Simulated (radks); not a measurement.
Question: Excited configurations of neutral magnesium: one electron is placed in a higher orbital outside [Ne] 3s1. The ground configuration is [Ne] 3s2. All-electron calculation, scalar-relativistic Kohn-Sham, PBE, spin-polarised, spherical densities, point nucleus; open shells are filled with parallel spins first. Program: a radial shooting solver on a logarithmic mesh with Libxc functionals. Excitation = E - E(ground); binding = E(ion) - E, where the ion is the core of charge +1; n* = 1/sqrt(2 binding) in atomic units, and the quantum defect is n - n*.

| outer orbital | excitation (eV) | binding (eV) | n* | quantum defect | eigenvalue (eV) | <r> (bohr) |
|---|---|---|---|---|---|---|
| 3p | 2.723 | 4.900 | 1.666 | 1.334 | -2.434 | 4.065 |
| 3d | 5.771 | 1.852 | 2.710 | 0.290 | -0.752 | 8.531 |
| 4p | 5.645 | 1.979 | 2.622 | 1.378 | -1.158 | 10.33 |
| 4f | 6.655 | 0.969 | 3.748 | 0.252 | -0.479 | 16.62 |
| 5s | 6.184 | 1.439 | 3.074 | 1.926 | -0.904 | 15.78 |
| 5f | 6.945 | 0.678 | 4.480 | 0.520 | -0.405 | 28.11 |
| 7s | 7.008 | 0.616 | 4.701 | 2.299 | -0.423 | 38.13 |

Estimate the row for 5p.

Answer: excitation (eV) 6.482; binding (eV) 1.141; n* 3.453; quantum defect 1.547; eigenvalue (eV) -0.714; <r> (bohr) 19.08. The Delta-SCF ionisation energy is 7.623 eV (NIST Atomic Spectra Database: 7.646 eV, measured). Self-interaction in the functional shifts the binding energies and quantum defects, so they are the method's values and not measured ones.
